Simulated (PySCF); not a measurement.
# One molecule, several mistakes: GeH5OSi2

All numbers below are calculated, not measured. The program is PySCF 2.14.0, an open-source quantum chemistry code, run on an isolated molecule that a program drew, which may never have been made. The molecule is GeH5OSi2 (charge 0, doublet), drawn as the SMILES string `O=[SiH][GeH][SiH3]`.

Each row is a Hartree-Fock (HF) and frozen-core CCSD(T) single point in the cc-pV(D+d)Z basis, meant for a local HF minimum. Run 1 is clean. Each other run has one planted mistake out of seven kinds, and not every kind appears here: one electron removed, one electron added, multiplicity raised by two, geometry at a saddle point, minimal basis STO-3G, one bond length entered in bohr, all coordinates scaled. The reference is restricted for singlets and unrestricted otherwise, and also for a bond in bohr. Adding or removing an electron swaps singlet and doublet. Electrons count all cores. HOMO and LUMO are orbital energies over both spins, the gradient is its largest component, and the lowest frequency (negative if imaginary) is given only where the gradient is small. Bond lengths are over the 8 bonds as drawn. T1 is the CCSD diagnostic: over 0.02 (restricted) or 0.045 (unrestricted) a single reference is doubtful. Germanium has the cc-pVDZ-PP basis, with a core potential (ECP10MDF) in place of its 10 inner electrons, and its 3s, 3p and 3d shells are frozen in CCSD(T).

Geometry of the clean run:
```xyz
9
GeH5OSi2, angstrom
O    -1.5087    1.9475    1.7125
Si   -0.9238    0.7086    1.0974
Ge    0.9503    0.6628   -0.3170
Si    2.1601   -1.3718   -0.6912
H    -1.5156   -0.6385    1.2571
H     1.7555    1.9585   -0.3467
H     1.2008   -2.4945   -0.6067
H     2.7652   -1.3260   -2.0391
H     3.2230   -1.5486    0.3224
```

```
run  electrons  basis functions  <S^2>  HOMO (eV)  LUMO (eV)  gradient (hartree/bohr)  lowest frequency (cm^-1)  mean bond (Å)  longest bond (Å)      T1  HF (hartree)  CCSD(T) (hartree)                          mistake
  1         73              108  0.771      -8.82      -0.21                  5.5e-06                        52         1.7111             2.397  0.0216    -948.99956         -949.52605                         no fault
  2         72              108  0.000     -15.96      -7.12                  5.0e-02                         -         1.7111             2.397  0.0279    -948.70729         -949.22997             one electron removed
  3         73              108  1.780      -8.79      -0.28                  1.7e-02                         -         1.8756             2.795  0.0223    -948.86740         -949.36964  one bond length entered in bohr
  4         73              108  0.764      -8.94      -0.23                  1.7e-01                         -         1.5777             2.210  0.0184    -948.93154         -949.44482                                ?
```

**Which mistake was planted in run 4, and what did it cost?**

The mean and the longest bond both change by the same factor, 0.922, and the gradient is no longer small. So the mistake is: all coordinates scaled. Subtracting run 1 and multiplying by 627.51 kcal/mol a hartree, the energy moved by 42.7 kcal/mol in HF and 51.0 kcal/mol in CCSD(T).

Cautions from the logs. Run 2: T1 is over the limit, so its CCSD(T) energy is less reliable.
